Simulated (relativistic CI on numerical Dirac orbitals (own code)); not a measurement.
**Cr2+ in a cubic cluster: 2p photoemission with charge transfer**

Computed with a charge-transfer multiplet model of a cubic metal-ligand cluster with up to one ligand hole, Slater and spin-orbit integrals from Dirac-Coulomb-Breit ions, Slater integrals scaled by 0.8. The ground state mixes d4 with configurations of k ligand holes L, whose averages lie at kΔ + k(k − 1)U_dd/2; a core hole lowers each added d electron by U_cd. 300 K, Lorentzian 0.6 eV and Gaussian 0.8 eV FWHM.

Atomic integrals in eV (Slater integrals scaled, ζ unscaled), ground: F2dd 7.675, F4dd 4.768, zeta_d 0.027; with the core hole: F2dd 9.222, F4dd 5.777, zeta_d 0.047, zeta_core 5.620, F2cd 5.250, G1cd 3.901, G3cd 2.215.

Cluster parameters (eV): Δ = 6.5, U_dd = 6.7, U_cd = 8.1, 10Dq(ligand) = 1.6, V(eg) = 2.5, V(t2g) = -1.1, final-state hopping factor = 0.9.

```csv
Case,n_d,d4,d5L,S
10Dq = 0.2 eV,4.25,0.75,0.25,2.00
10Dq = 0.8 eV,4.24,0.76,0.24,2.00
10Dq = 1.7 eV,4.22,0.78,0.22,1.98
```

Weights, n_d and S are thermal averages at 300 K. Binding energies count from the first peak over 30 % of the highest in each spectrum, which can be another peak from case to case. The parameters are a model scan and need not match a compound or its usual spin state. Peaks in eV (height, largest 100):
- 10Dq = 0.2 eV: 0.0 (100), 1.0 (89), 4.0 (39), 5.2 (44), 10.9 (75), 13.7 (21), 20.2 (10)
- 10Dq = 0.8 eV: 0.0 (100), 1.0 (89), 3.9 (39), 5.3 (41), 10.9 (74), 13.4 (20), 20.2 (10)
- 10Dq = 1.7 eV: 0.0 (100), 0.9 (92), 3.8 (38), 10.9 (71), 20.2 (9)

Curve for 10Dq = 0.8 eV (points under 2 left out, the grid thinned):

(E (eV), Intensity): (-3.6, 2.1), (-3.0, 2.9), (-2.4, 4.2), (-1.8, 7.3), (-1.2, 17.3), (-0.6, 59.0), (0.1, 98.1), (0.7, 86.0), (1.3, 84.3), (1.9, 66.6), (2.5, 43.1), (3.1, 32.6), (3.7, 38.6), (4.3, 37.9), (4.9, 39.7), (5.5, 40.4), (6.1, 30.3), (6.8, 20.8), (7.4, 18.0), (8.0, 17.0), (8.6, 18.8), (9.2, 31.4), (9.8, 55.0), (10.4, 68.0), (11.0, 72.6), (11.6, 50.8), (12.2, 27.7), (12.8, 19.7), (13.5, 20.3), (14.1, 19.4), (14.7, 18.6), (15.3, 14.2), (15.9, 8.9), (16.5, 6.7), (17.1, 5.6), (17.7, 4.5), (18.3, 4.1), (18.9, 4.4), (19.5, 7.0), (20.2, 10.0), (20.8, 7.5), (21.4, 4.9), (22.0, 3.4), (22.6, 2.7), (23.2, 2.1)

For the case 10Dq = 0.8 eV, Δ = 6.5 eV is smaller than U_dd = 6.7 eV, the charge-transfer side of the Zaanen-Sawatzky-Allen scheme. With the core hole the average of the configuration with one ligand hole lies at Δ − U_cd = -1.6 eV before mixing: the effective hopping of about 4.1 eV (from the holes of the mixed ground state) is comparable with this gap or larger, so the configurations mix strongly.

With at most 1 ligand hole the space is cut while the next configuration still counts, so covalency is underestimated, and a final configuration with one more ligand hole, which can lie low, is missing from the spectra.
